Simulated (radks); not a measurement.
Q: The magnesium ion Mg5+, configuration [He] 2s2 2p3. Calculated with a radial shooting solver on a logarithmic mesh with Libxc functionals: non-relativistic Kohn-Sham, revTPSS, spin-polarised, spherical densities, point nucleus; open shells are filled with parallel spins first; meta-GGA in the generalised Kohn-Sham scheme. Some entries of the table are withheld. Estimate them.

orbital  occ.  eigenvalue (eV)  <r^2> (bohr^2)  r(max) (bohr)
1s up       1        -1411.275         0.02296        0.08539
1s down     1        -1406.151         0.02275        0.08533
2s up       1        -200.0450             (1)            (2)
2s down     1        -188.2523             (3)            (4)
2p up       3        -169.0560          0.4004         0.4339
2p down     0        -155.3563          0.4331         0.4431

A: 
(1) 2s up <r^2> (bohr^2): 0.4575
(2) 2s up r(max) (bohr): 0.5147
(3) 2s down <r^2> (bohr^2): 0.4795
(4) 2s down r(max) (bohr): 0.5244
